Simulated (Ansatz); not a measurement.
The first iterations of a band of C$_{2}$H$_{8}$AlN (12 atoms, charge 0, multiplicity 1).

Method: UKS B3LYP-D4/6-31G* (Ansatz).

| Item | Value |
| --- | --- |
| movable images | 9 |
| climbing image | yes |
| spring | 5.0 eV/Å² |
| optimiser | quadratic models (default) |
| start path | straight line |
| force threshold | 0.05 eV/Å |
| iteration limit | 18 |
| end points | relaxed |

First end point:

```xyz
12
Properties=species:S:1:pos:R:3
Al -0.011 -0.166 0.062
C 0.474 1.260 1.327
N -0.096 -1.844 0.670
H 0.103 -2.129 1.622
C -0.405 0.154 -1.838
H -0.351 1.972 1.458
H 1.331 1.843 0.966
H 0.734 0.877 2.321
H -0.342 -2.653 0.112
H -1.091 1.000 -1.973
H -0.855 -0.717 -2.331
H 0.509 0.404 -2.395
```

Last end point:

```xyz
12
Properties=species:S:1:pos:R:3
Al -0.130 -1.218 -1.171
C 0.210 0.748 1.871
N -0.023 -2.450 -0.070
H 0.188 -0.333 1.705
C -0.211 0.575 -1.936
H -0.767 1.180 1.636
H 0.976 1.207 1.238
H 0.447 0.952 2.919
H -0.007 -3.451 0.043
H -0.541 1.282 -1.168
H -0.915 0.620 -2.773
H 0.774 0.889 -2.295
```

| iteration | highest image above the first end (eV) | largest band force component (eV/Å) |
| --- | --- | --- |
| 1 | 6.364 | 7.724 |
| 2 | 4.347 | 3.259 |
| 3 | 3.517 | 12.552 |
| 4 | 3.232 | 6.176 |

Problem. Does the band converge within its limit, and where does its top end?

Solution. The forces met the threshold. It ended after 14 iterations with the highest image 3.193 eV above the first end. Neighbouring images differ by up to 1.2 eV, so the band resolves the path poorly. Another band between the same ends (9 images) ends at a top of the same energy, where a vibrational analysis finds 1 clearly imaginary mode. The orbitals were unrestricted but ended closed-shell.

Time of the run: 13 min on 2 threads of AMD EPYC 7571 (shared host), peak memory 0.26 GiB.
